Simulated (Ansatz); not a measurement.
One change: `FC(F)C(F)(C(F)F)C(F)(F)F` becomes `FC(F)C(F)C(F)(F)F`.

Ansatz, PBE0-D4/def2-TZVP geometries, multiplicity 1. Each molecule was computed in one conformer, which needn't be the lowest.

| property | `FC(F)C(F)(C(F)F)C(F)(F)F` |
| --- | --- |
| size of the dipole moment (PBE/def2-TZVPP) / D | 1.19 |
| size of the dipole moment (ωB97M-V/def2-TZVPP) / D | 1.31 |
| HOMO–LUMO gap (B3LYP/def2-TZVPP) / eV | 10.20 |
| size of the dipole moment (B3LYP/def2-TZVPP) / D | 1.31 |
| HOMO–LUMO gap (ωB97M-V/def2-TZVPP) / eV | 15.20 |
| HOMO energy (B3LYP/def2-TZVPP) / eV | -10.03 |

(1) Give the same properties after the change, and the shifts. (Estimate.)

Results:

(1) Computed: 
```tsv
property	`FC(F)C(F)C(F)(F)F`	shift
size of the dipole moment (PBE/def2-TZVPP) / D	1.99	0.80
size of the dipole moment (ωB97M-V/def2-TZVPP) / D	2.16	0.85
HOMO–LUMO gap (B3LYP/def2-TZVPP) / eV	10.49	0.29
size of the dipole moment (B3LYP/def2-TZVPP) / D	2.18	0.87
HOMO–LUMO gap (ωB97M-V/def2-TZVPP) / eV	15.24	0.04
HOMO energy (B3LYP/def2-TZVPP) / eV	-10.00	0.03
```

The zero-point energy changes by -33.2 kJ/mol with -9 modes. Dipoles are sizes alone; their direction can turn.

Positive LUMOs are unbound, so they and the gaps depend on the basis.

B3LYP here is the variant with VWN-RPA as its local correlation; programs differ in this.
